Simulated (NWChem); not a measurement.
System: C$_{2}$H$_{8}$OSi; SMILES COC[SiH3]

```xyz
12

C      0.6302     1.8734     0.1401
O     -0.4291     1.1735    -0.4352
C     -0.8297     0.0365     0.2872
Si     0.2217    -1.5208    -0.0615
H      0.8493     2.7365    -0.5042
H      0.3758     2.2477     1.1527
H      1.5506     1.2632     0.2274
H     -0.8698     0.2400     1.3779
H     -1.8651    -0.1941    -0.0172
H      1.6597    -1.3188     0.2943
H      0.1375    -1.8764    -1.5093
H     -0.3124    -2.6549     0.7561
```
Atoms are numbered in this order, from 1.

All runs: NWChem. The geometry was optimised at PBE0/def2-SVP. Hybrids' shares of exact exchange are those that their runs print; pure functionals count as 0. The functionals differ in more than this share.

| row | share of exact exchange | orbital gap (eV) |
|---|---|---|
| PBE/def2-TZVP | 0.00 | 5.47 |
| TPSSh/def2-TZVP | 0.10 | 6.69 |
| B3LYP/def2-TZVP | 0.20 | withheld |
| PBE0/def2-TZVP | 0.25 | 7.74 |

**Question.** Fit a straight line of the last column on the one before it, predict the withheld value, and compare with the run.

**Answer.** 
1. Means of the 3 shown rows: x = 0.117, y = 6.633. Slope Σ(x − x̄)(y − ȳ)/Σ(x − x̄)² = 0.2823/0.03167 = 8.916; intercept 5.593.
2. The shown rows scatter about the line by 0.146 (root mean square); the largest residual is +0.21, at TPSSh/def2-TZVP.
3. At x = 0.20 (B3LYP/def2-TZVP; inside the shown range) the line gives 7.38.
4. The run gives 7.27, -0.11 from the line, 0.8 times the scatter.
